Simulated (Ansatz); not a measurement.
One change: `C=[CH][GaH][GeH3]` becomes `C=[CH][GaH][F]`.

Ansatz, PBE0-D4/def2-TZVP geometries, multiplicity 1. Each molecule was computed in one conformer, which needn't be the lowest.

Scalar relativity is left out up to krypton.

```json
{"property": "size of the dipole moment (ωB97M-V/def2-TZVPP) / D", "`C=[CH][GaH][GeH3]`": "1.15"}
{"property": "size of the dipole moment (PBE/def2-TZVPP) / D", "`C=[CH][GaH][GeH3]`": "1.22"}
{"property": "ideal-gas entropy at 298 K and 1 bar (rigid rotor, harmonic PBE0-D4/def2-TZVP) / J/(mol·K)", "`C=[CH][GaH][GeH3]`": "380"}
{"property": "HOMO energy (PBE0/def2-TZVPP) / eV", "`C=[CH][GaH][GeH3]`": "-7.40"}
{"property": "HOMO energy (B3LYP/def2-TZVPP) / eV", "`C=[CH][GaH][GeH3]`": "-7.20"}
{"property": "LUMO energy (B3LYP/def2-TZVPP) / eV", "`C=[CH][GaH][GeH3]`": "-2.23"}
```

Question: Give the same properties after the change, and the shifts. (An estimate is asked.)

Answer: Ansatz gave: 
```json
{"property": "size of the dipole moment (ωB97M-V/def2-TZVPP) / D", "`C=[CH][GaH][F]`": "2.82", "shift": "1.67"}
{"property": "size of the dipole moment (PBE/def2-TZVPP) / D", "`C=[CH][GaH][F]`": "2.74", "shift": "1.52"}
{"property": "ideal-gas entropy at 298 K and 1 bar (rigid rotor, harmonic PBE0-D4/def2-TZVP) / J/(mol·K)", "`C=[CH][GaH][F]`": "323", "shift": "-57"}
{"property": "HOMO energy (PBE0/def2-TZVPP) / eV", "`C=[CH][GaH][F]`": "-8.44", "shift": "-1.04"}
{"property": "HOMO energy (B3LYP/def2-TZVPP) / eV", "`C=[CH][GaH][F]`": "-8.25", "shift": "-1.05"}
{"property": "LUMO energy (B3LYP/def2-TZVPP) / eV", "`C=[CH][GaH][F]`": "-1.92", "shift": "0.31"}
```

With PBE0 the HOMO falls by 1.04 eV and the LUMO rises by 0.33 eV, so the gap widens by about 1.37 eV. PBE moves the HOMO by -0.75 eV and ωB97M-V by -1.21 eV. The zero-point energy changes by -54.8 kJ/mol with -9 modes. Dipoles are sizes alone; their direction can turn. Modes under 60 cm⁻¹, often nearly free rotors, make the harmonic entropy too high.

B3LYP here is the variant with VWN-RPA as its local correlation; programs differ in this.
